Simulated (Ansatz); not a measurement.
System: C3H6O2Si, charge 0, multiplicity 1. SMILES: O=CCC(=O)[SiH3]
Coordinates optimised at B3LYP-D3(BJ)/def2-TZVP (Ansatz, a quantum-chemistry and plane-wave program):
```xyz
12

O     -1.1846     1.2390    -1.0355
C     -1.6667     0.1385    -0.9427
C     -0.9788    -1.0304    -0.2886
C      0.1846    -0.6387     0.6183
O      0.2719    -1.1290     1.7222
Si     1.5281     0.6347     0.0419
H     -2.6737    -0.0720    -1.3539
H     -1.6964    -1.6418     0.2646
H     -0.5849    -1.6594    -1.0997
H      1.6270     0.6845    -1.4326
H      2.8033     0.1478     0.6152
H      1.1974     1.9582     0.6044
```
Charge 0, spin multiplicity 1.

Wanted: vertical ionisation energy (to the doublet state of charge +1; each state is the SCF solution reached for its spin), in eV. Cores are frozen in the correlated levels unless marked. Open shells are spin-unrestricted. No spin-orbit coupling. No relativistic terms. 

| level | program | vertical ionisation energy (eV) |
|---|---|---|
| HF/aug-cc-pV(Q+d)Z | Ansatz | 8.23 |
| PBE/def2-TZVPD | Ansatz | 8.73 |
| r2SCAN/def2-TZVPD | Ansatz | 8.84 |
| B3LYP/def2-TZVPD | Ansatz | 9.13 |
| BHLYP/def2-TZVPD | Ansatz | 9.21 |
| wB97M-V/def2-TZVPD | Ansatz | 9.29 |
| wB97X-V/def2-TZVPD | Ansatz | 9.29 |
| SCS-MP2/aug-cc-pV(D+d)Z | Ansatz | 9.67 |
| CCSD(T)/aug-cc-pV(D+d)Z | Ansatz | 9.18 |
